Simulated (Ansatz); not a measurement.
Ansatz (an electronic-structure program) input (B3LYP-D3(BJ)/def2-TZVP):

Ansatz 0.2 input:
```yaml
crystal:
  periodic: [false, false, false]
  atoms:
    - {symbol: Si, position_ang: [0.23754955, 0.19053950, -0.00112327]}
    - {symbol: Br, position_ang: [0.90988372, -0.39478167, -2.01780237]}
    - {symbol: Br, position_ang: [1.97124107, 0.41826426, 1.43825615]}
    - {symbol: O, position_ang: [-0.60487718, 1.72079945, -0.07171142]}
    - {symbol: O, position_ang: [-0.82875674, -0.98556475, 0.63751676]}
    - {symbol: H, position_ang: [-1.61731229, -1.05346994, -0.01969049]}
basis:
  gaussian:
    orbitals: def2-TZVP
hamiltonian:
  xc: b3lyp
  dispersion: d3bj
magnetization: {spin_polarized: true, initial_magnetization: 1}
relax: {f_tol: 0.002, max_steps: 150}
```

Output:

```
Functional definition: B3LYP
integrals: 0.16 GiB planned
1433 factors; their error is unknown
mean field: 2.32 GiB planned
mean field evaluation 1: about -152068.4036 eV, gradient 6.5e1 eV
mean field evaluation 2: about -151856.4507 eV, gradient 1.6e2 eV
mean field evaluation 4: about -152080.3762 eV, gradient 3.9e1 eV
mean field evaluation 8: about -152086.5076 eV, gradient 9.5e-1 eV
mean field evaluation 16: about -152087.2330 eV, gradient 3.5e-2 eV
mean field evaluation 32: about -152087.2369 eV, gradient 1.6e-5 eV
mean field -152087.23686071 eV, -5589.1028661995 hartree, gradient 1.3e-7 eV, S^2 0.753804; 2 other end points of the search recorded, 0 dependent functions left out
the calculation of the forces begins
reference -152087.23711639 eV, -5589.1028755956 hartree; 51, 50 occupied and 150, 151 virtual orbitals, 1433 factors
relax step   1: F+E_penalty+E_count = -152087.60176024 eV  Δ(F+E_penalty+E_count) = +0.000e0 eV  max|allowed force component| = 2.455e0 eV/Å  Δτ_max = 0.0000 Å  (177 SCF iters, accepted)
these checks for a lower state are left out or cut short: starts, cluster_reference, orbital_swaps, neighbouring_geometries, increment
integrals: 0.16 GiB planned
1433 factors; their error is unknown
mean field: 2.33 GiB planned
mean field evaluation 64: about -152087.5204 eV, gradient 8.8e-6 eV
mean field -152087.52044655 eV, -5589.1132877867 hartree, gradient 3.0e-6 eV, S^2 0.754323; 0 other end points of the search recorded, 0 dependent functions left out
the calculation of the forces begins
reference -152087.52069822 eV, -5589.1132970355 hartree; 51, 50 occupied and 150, 151 virtual orbitals, 1433 factors
relax step   2: F+E_penalty+E_count = -152087.89123425 eV  Δ(F+E_penalty+E_count) = -2.895e-1 eV  max|allowed force component| = 1.792e0 eV/Å  Δτ_max = 0.1946 Å  (68 SCF iters, accepted)
these checks for a lower state are left out or cut short: starts, cluster_reference, orbital_swaps, neighbouring_geometries, increment
integrals: 0.16 GiB planned
1433 factors; their error is unknown
mean field: 2.33 GiB planned
mean field -152087.63170080 eV, -5589.1173763051 hartree, gradient 1.7e-5 eV, S^2 0.754667; 0 other end points of the search recorded, 0 dependent functions left out
the calculation of the forces begins
reference -152087.63195055 eV, -5589.1173854833 hartree; 51, 50 occupied and 150, 151 virtual orbitals, 1433 factors
relax step   3: F+E_penalty+E_count = -152088.00538750 eV  Δ(F+E_penalty+E_count) = -1.142e-1 eV  max|allowed force component| = 1.253e0 eV/Å  Δτ_max = 0.0613 Å  (60 SCF iters, accepted)
these checks for a lower state are left out or cut short: starts, cluster_reference, orbital_swaps, neighbouring_geometries, increment
integrals: 0.16 GiB planned
1433 factors; their error is unknown
mean field: 2.34 GiB planned
mean field -152087.61473246 eV, -5589.1167527301 hartree, gradient 1.5e-5 eV, S^2 0.755931; 0 other end points of the search recorded, 0 dependent functions left out
the calculation of the forces begins
reference -152087.61498089 eV, -5589.1167618596 hartree; 51, 50 occupied and 150, 151 virtual orbitals, 1433 factors
relax step   4: F+E_penalty+E_count = -152087.99042911 eV  Δ(F+E_penalty+E_count) = +1.496e-2 eV  max|allowed force component| = 8.599e-1 eV/Å  Δτ_max = 0.1999 Å  (69 SCF iters, rejected (line search))
these checks for a lower state are left out or cut short: starts, cluster_reference, orbital_swaps, neighbouring_geometries, increment
integrals: 0.16 GiB planned
1433 factors; their error is unknown
mean field: 2.33 GiB planned
mean field evaluation 96: about -152087.7030 eV, gradient 2.5e-5 eV
mean field -152087.70303574 eV, -5589.1199978159 hartree, gradient 7.3e-6 eV, S^2 0.755313; 0 other end points of the search recorded, 0 dependent functions left out
the calculation of the forces begins
reference -152087.70328543 eV, -5589.1200069918 hartree; 51, 50 occupied and 150, 151 virtual orbitals, 1433 factors
relax step   5: F+E_penalty+E_count = -152088.07429568 eV  Δ(F+E_penalty+E_count) = -6.891e-2 eV  max|allowed force component| = 1.802e-1 eV/Å  Δτ_max = 0.0999 Å  (70 SCF iters, accepted)
these checks for a lower state are left out or cut short: starts, cluster_reference, orbital_swaps, neighbouring_geometries, increment
integrals: 0.16 GiB planned
1433 factors; their error is unknown
mean field: 2.33 GiB planned
mean field -152087.71129834 eV, -5589.1203014606 hartree, gradient 1.4e-5 eV, S^2 0.755406; 0 other end points of the search recorded, 0 dependent functions left out
the calculation of the forces begins
reference -152087.71154764 eV, -5589.1203106225 hartree; 51, 50 occupied and 150, 151 virtual orbitals, 1433 factors
relax step   6: F+E_penalty+E_count = -152088.08393075 eV  Δ(F+E_penalty+E_count) = -9.635e-3 eV  max|allowed force component| = 9.860e-2 eV/Å  Δτ_max = 0.0384 Å  (61 SCF iters, accepted)
these checks for a lower state are left out or cut short: starts, cluster_reference, orbital_swaps, neighbouring_geometries, increment
integrals: 0.16 GiB planned
1433 factors; their error is unknown
mean field: 2.33 GiB planned
mean field -152087.71214844 eV, -5589.1203327015 hartree, gradient 1.7e-5 eV, S^2 0.755479; 0 other end points of the search recorded, 0 dependent functions left out
the calculation of the forces begins
reference -152087.71239774 eV, -5589.1203418629 hartree; 51, 50 occupied and 150, 151 virtual orbitals, 1433 factors
relax step   7: F+E_penalty+E_count = -152088.08509144 eV  Δ(F+E_penalty+E_count) = -1.161e-3 eV  max|allowed force component| = 4.723e-2 eV/Å  Δτ_max = 0.0191 Å  (63 SCF iters, accepted)
these checks for a lower state are left out or cut short: starts, cluster_reference, orbital_swaps, neighbouring_geometries, increment
integrals: 0.16 GiB planned
1433 factors; their error is unknown
mean field: 2.34 GiB planned
mean field evaluation 128: about -152087.7125 eV, gradient 2.1e-3 eV
mean field -152087.71246606 eV, -5589.1203443736 hartree, gradient 2.5e-5 eV, S^2 0.755516; 0 other end points of the search recorded, 0 dependent functions left out
the calculation of the forces begins
reference -152087.71271533 eV, -5589.1203535340 hartree; 51, 50 occupied and 150, 151 virtual orbitals, 1433 factors
relax step   8: F+E_penalty+E_count = -152088.08531964 eV  Δ(F+E_penalty+E_count) = -2.282e-4 eV  max|allowed force component| = 1.392e-2 eV/Å  Δτ_max = 0.0069 Å  (62 SCF iters, accepted)
these checks for a lower state are left out or cut short: starts, cluster_reference, orbital_swaps, neighbouring_geometries, increment
integrals: 0.16 GiB planned
1433 factors; their error is unknown
mean field: 2.33 GiB planned
mean field -152087.71267463 eV, -5589.1203520383 hartree, gradient 2.0e-5 eV, S^2 0.755517; 0 other end points of the search recorded, 0 dependent functions left out
the calculation of the forces begins
reference -152087.71292394 eV, -5589.1203612004 hartree; 51, 50 occupied and 150, 151 virtual orbitals, 1433 factors
relax step   9: F+E_penalty+E_count = -152088.08541494 eV  Δ(F+E_penalty+E_count) = -9.530e-5 eV  max|allowed force component| = 2.075e-2 eV/Å  Δτ_max = 0.0078 Å  (62 SCF iters, accepted)
these checks for a lower state are left out or cut short: starts, cluster_reference, orbital_swaps, neighbouring_geometries, increment
integrals: 0.16 GiB planned
1433 factors; their error is unknown
mean field: 2.33 GiB planned
mean field -152087.71281456 eV, -5589.1203571808 hartree, gradient 2.2e-5 eV, S^2 0.755513; 0 other end points of the search recorded, 0 dependent functions left out
the calculation of the forces begins
reference -152087.71306389 eV, -5589.1203663436 hartree; 51, 50 occupied and 150, 151 virtual orbitals, 1433 factors
relax step  10: F+E_penalty+E_count = -152088.08547378 eV  Δ(F+E_penalty+E_count) = -5.884e-5 eV  max|allowed force component| = 6.379e-3 eV/Å  Δτ_max = 0.0091 Å  (62 SCF iters, accepted)
these checks for a lower state are left out or cut short: starts, cluster_reference, orbital_swaps, neighbouring_geometries, increment
integrals: 0.16 GiB planned
1433 factors; their error is unknown
mean field: 2.33 GiB planned
mean field evaluation 160: about -152087.7126 eV, gradient 3.4e-1 eV
mean field -152087.71274423 eV, -5589.1203545961 hartree, gradient 2.0e-5 eV, S^2 0.755500; 0 other end points of the search recorded, 0 dependent functions left out
the calculation of the forces begins
reference -152087.71299354 eV, -5589.1203637581 hartree; 51, 50 occupied and 150, 151 virtual orbitals, 1433 factors
relax step  11: F+E_penalty+E_count = -152088.08547535 eV  Δ(F+E_penalty+E_count) = -1.568e-6 eV  max|allowed force component| = 1.563e-2 eV/Å  Δτ_max = 0.0022 Å  (64 SCF iters, accepted)
these checks for a lower state are left out or cut short: starts, cluster_reference, orbital_swaps, neighbouring_geometries, increment
integrals: 0.16 GiB planned
1433 factors; their error is unknown
mean field: 2.33 GiB planned
mean field -152087.71279068 eV, -5589.1203563030 hartree, gradient 2.0e-5 eV, S^2 0.755510; 0 other end points of the search recorded, 0 dependent functions left out
the calculation of the forces begins
reference -152087.71303999 eV, -5589.1203654652 hartree; 51, 50 occupied and 150, 151 virtual orbitals, 1433 factors
relax step  12: F+E_penalty+E_count = -152088.08548297 eV  Δ(F+E_penalty+E_count) = -7.627e-6 eV  max|allowed force component| = 3.061e-3 eV/Å  Δτ_max = 0.0010 Å  (65 SCF iters, accepted)
these checks for a lower state are left out or cut short: starts, cluster_reference, orbital_swaps, neighbouring_geometries, increment
integrals: 0.16 GiB planned
1433 factors; their error is unknown
mean field: 2.33 GiB planned
mean field -152087.71278878 eV, -5589.1203562332 hartree, gradient 2.2e-5 eV, S^2 0.755509; 0 other end points of the search recorded, 0 dependent functions left out
the calculation of the forces begins
reference -152087.71303810 eV, -5589.1203653957 hartree; 51, 50 occupied and 150, 151 virtual orbitals, 1433 factors
relax step  13: F+E_penalty+E_count = -152088.08548365 eV  Δ(F+E_penalty+E_count) = -6.756e-7 eV  max|allowed force component| = 2.286e-3 eV/Å  Δτ_max = 0.0006 Å  (62 SCF iters, accepted)
these checks for a lower state are left out or cut short: starts, cluster_reference, orbital_swaps, neighbouring_geometries, increment
integrals: 0.16 GiB planned
1433 factors; their error is unknown
mean field: 2.33 GiB planned
mean field evaluation 192: about -152087.7128 eV, gradient 2.1e-3 eV
mean field -152087.71279278 eV, -5589.1203563803 hartree, gradient 2.2e-5 eV, S^2 0.755509; 0 other end points of the search recorded, 0 dependent functions left out
the calculation of the forces begins
reference -152087.71304210 eV, -5589.1203655426 hartree; 51, 50 occupied and 150, 151 virtual orbitals, 1433 factors
relax step  14: F+E_penalty+E_count = -152088.08548417 eV  Δ(F+E_penalty+E_count) = -5.231e-7 eV  max|allowed force component| = 3.699e-4 eV/Å  Δτ_max = 0.0003 Å  (62 SCF iters, accepted)
integrals: 0.16 GiB planned
1433 factors; their error is unknown
mean field: 2.33 GiB planned
mean field evaluation 224: about -152087.7126 eV, gradient 8.6e-2 eV
mean field -152087.71279278 eV, -5589.1203563803 hartree, gradient 2.2e-5 eV, S^2 0.755509; 3 other end points of the search recorded, 0 dependent functions left out
the calculation of the forces begins
reference -152087.71304210 eV, -5589.1203655426 hartree; 51, 50 occupied and 150, 151 virtual orbitals, 1433 factors
Total energy: -152088.08573349 eV, -5589.1340616987 hartree
Atom 0 at     0.200321     0.197405     0.056930 Å, force    -0.000370     0.000209    -0.000133 eV/Å
Atom 1 at     0.869669    -0.170305    -2.040325 Å, force     0.000048    -0.000078     0.000069 eV/Å
Atom 2 at     1.869547     0.313950     1.473712 Å, force     0.000194    -0.000138     0.000104 eV/Å
Atom 3 at    -0.480328     1.626132    -0.322629 Å, force    -0.000083     0.000060    -0.000069 eV/Å
Atom 4 at    -0.778469    -0.962493     0.628053 Å, force     0.000305    -0.000137     0.000188 eV/Å
Atom 5 at    -1.613012    -1.108903     0.169705 Å, force    -0.000094     0.000085    -0.000159 eV/Å
Dipole moment:    -0.182671    -0.309318    -0.086419 e Å
```

It need not be the lowest isomer of its formula.
